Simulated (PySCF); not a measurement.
## Electronic structure of Zr³⁺ (zirconium, charge +3) at the UHF level

Configuration: [Kr] 4d1, 2D determinant. Computed with PySCF 2.14 in x2c-TZVPPall with one added diffuse shell each of s, p, d, f type (9s7p7d3f1g, 95 functions), with scalar relativity by spin-free X2C-1e.

| Item | Value |
| --- | --- |
| Total energy | -3594.720167 hartree |
| One-electron energy | -4925.8353 hartree |
| Hartree (Coulomb) energy | 1443.5214 hartree |
| Exchange energy | -112.4063 hartree |
| ⟨S²⟩ | 0.7525 |
| ⟨L²⟩ | 6.028 |
| Sum of ⟨r⟩ | 21.77 bohr |
| Sum of ⟨r²⟩ | 24.31 bohr² |
| Traceless quadrupole moment −½Σ⟨3z² − r²⟩ along its main axis | 1.07 e·bohr² |
| Langevin diamagnetic susceptibility | -19.3 ×10⁻⁶ cm³/mol |

```json
{"shell": "1s β", "electrons": "1", "mean orbital energy (eV)": "-18125.2", "spread (eV)": "0", "rms radius, mean of both spins (bohr)": "0.0426"}
{"shell": "1s α", "electrons": "1", "mean orbital energy (eV)": "-18125.2", "spread (eV)": "0", "rms radius, mean of both spins (bohr)": "0.0426"}
{"shell": "2s α", "electrons": "1", "mean orbital energy (eV)": "-2607.4", "spread (eV)": "0", "rms radius, mean of both spins (bohr)": "0.176"}
{"shell": "2s β", "electrons": "1", "mean orbital energy (eV)": "-2607.2", "spread (eV)": "0", "rms radius, mean of both spins (bohr)": "0.176"}
{"shell": "2p α", "electrons": "3", "mean orbital energy (eV)": "-2322.7", "spread (eV)": "0.009", "rms radius, mean of both spins (bohr)": "0.157"}
{"shell": "2p β", "electrons": "3", "mean orbital energy (eV)": "-2322.5", "spread (eV)": "0.202", "rms radius, mean of both spins (bohr)": "0.157"}
{"shell": "3s α", "electrons": "1", "mean orbital energy (eV)": "-481.70", "spread (eV)": "0", "rms radius, mean of both spins (bohr)": "0.488"}
{"shell": "3s β", "electrons": "1", "mean orbital energy (eV)": "-481.61", "spread (eV)": "0", "rms radius, mean of both spins (bohr)": "0.488"}
{"shell": "3p α", "electrons": "3", "mean orbital energy (eV)": "-386.17", "spread (eV)": "0.279", "rms radius, mean of both spins (bohr)": "0.496"}
{"shell": "3p β", "electrons": "3", "mean orbital energy (eV)": "-386.05", "spread (eV)": "0.441", "rms radius, mean of both spins (bohr)": "0.496"}
{"shell": "3d α", "electrons": "5", "mean orbital energy (eV)": "-228.92", "spread (eV)": "0.879", "rms radius, mean of both spins (bohr)": "0.495"}
{"shell": "3d β", "electrons": "5", "mean orbital energy (eV)": "-228.64", "spread (eV)": "0.506", "rms radius, mean of both spins (bohr)": "0.495"}
{"shell": "4s α", "electrons": "1", "mean orbital energy (eV)": "-95.620", "spread (eV)": "0", "rms radius, mean of both spins (bohr)": "1.29"}
{"shell": "4s β", "electrons": "1", "mean orbital energy (eV)": "-94.436", "spread (eV)": "0", "rms radius, mean of both spins (bohr)": "1.29"}
{"shell": "4p α", "electrons": "3", "mean orbital energy (eV)": "-68.060", "spread (eV)": "0.932", "rms radius, mean of both spins (bohr)": "1.44"}
{"shell": "4p β", "electrons": "3", "mean orbital energy (eV)": "-66.395", "spread (eV)": "1.362", "rms radius, mean of both spins (bohr)": "1.44"}
{"shell": "4d α", "electrons": "1", "mean orbital energy (eV)": "-33.978", "spread (eV)": "0", "rms radius, mean of both spins (bohr)": "1.98"}
```

Densities and radii are taken from the X2C orbitals without a picture-change correction, which distorts them close to the nucleus.

Spin-orbit constants ζ (cm⁻¹) from the X2C one-electron operator on these orbitals: bare nucleus, nucleus screened by l(l+1)(2l+1)/3 electrons, and screened by the Breit-Pauli mean field of the electrons.

```json
{"shell": "2p", "bare": "469400", "screened nucleus": "446000", "mean field": "n/a"}
{"shell": "3p", "bare": "75640", "screened nucleus": "71860", "mean field": "n/a"}
{"shell": "3d", "bare": "10390", "screened nucleus": "7793", "mean field": "n/a"}
{"shell": "4p", "bare": "9331", "screened nucleus": "8865", "mean field": "n/a"}
{"shell": "4d", "bare": "722.3", "screened nucleus": "541.7", "mean field": "n/a"}
```

To first order the Landé constant is A = 541.7 cm⁻¹, so the lowest level has J = 3/2 and lies 0.101 eV below the centre of the term.
